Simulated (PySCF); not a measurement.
**Electron correlation in I+ (iodine, charge +1)**

[Kr] 4d10 5s2 5p4, high-spin 3P determinant. Computed with PySCF 2.14 in aug-cc-pVDZ-PP with ECP28MDF, with a scalar-relativistic core potential. Frozen: 4s2 4p6 4d10; 6 electrons correlated.

MP2 pair energies summed by pair of shells (mhartree):

```tsv
pair	energy	share (%)
5p-5p	-30.37	49.1
5s-5p	-26.80	43.4
5s-5s	-4.64	7.5
```

Total MP2 correlation energy: -61.81 mhartree.

Same-spin part -15.37 and opposite-spin part -46.43 mhartree; SCS-MP2 scales them by 1/3 and 6/5 to -60.84 mhartree.

| level | correlation energy (mhartree) |
| --- | --- |
| CCSD | -75.55 |
| (T) | -0.96 |
| CCSD(T) | -76.51 |

Diagnostics: T1 = 0.0072, D1 = 0.0219, largest double amplitude 0.040.

Cost of the coupled-cluster step: 0.17 s of wall time on 1 thread of Neoverse-V2 (shared host), for 6 correlated electrons.

Iterations:

```
CC2 = 0
CCSD nocc = (np.int64(4), np.int64(2)), nmo = (23, 23)
frozen orbitals [[0, 1, 2, 3, 4, 5, 6, 7, 8], [0, 1, 2, 3, 4, 5, 6, 7, 8]]
max_cycle = 100
direct = 0
conv_tol = 1e-08
conv_tol_normt = 1e-06
diis_space = 8
diis_start_cycle = 0
Init t2, MP2 energy = -0.0618057741807547
Init E_corr(UCCSD) = -0.0618057741877894
cycle = 1  E_corr(UCCSD) = -0.0723524369969025  dE = -0.0105466628  norm(t1,t2) = 0.0370761
cycle = 2  E_corr(UCCSD) = -0.0745952384929905  dE = -0.0022428015  norm(t1,t2) = 0.0116697
cycle = 3  E_corr(UCCSD) = -0.0755632754322412  dE = -0.000968036939  norm(t1,t2) = 0.00447289
cycle = 4  E_corr(UCCSD) = -0.0755418131554934  dE = 2.14622767e-05  norm(t1,t2) = 0.000557257
cycle = 5  E_corr(UCCSD) = -0.0755454673017452  dE = -3.65414625e-06  norm(t1,t2) = 0.000132271
cycle = 6  E_corr(UCCSD) = -0.0755449718221226  dE = 4.95479623e-07  norm(t1,t2) = 3.16899e-05
cycle = 7  E_corr(UCCSD) = -0.0755450663873341  dE = -9.45652115e-08  norm(t1,t2) = 6.50789e-06
cycle = 8  E_corr(UCCSD) = -0.0755450749927378  dE = -8.60540374e-09  norm(t1,t2) = 1.60087e-06
cycle = 9  E_corr(UCCSD) = -0.0755450615751197  dE = 1.34176181e-08  norm(t1,t2) = 2.48385e-07
cycle = 10  E_corr(UCCSD) = -0.0755450635702172  dE = -1.99509748e-09  norm(t1,t2) = 4.12414e-08
UCCSD converged
E(UCCSD) = -294.3768129101139  E_corr = -0.07554506357021722
UCCSD(T) correction = -0.000957142437774416
```
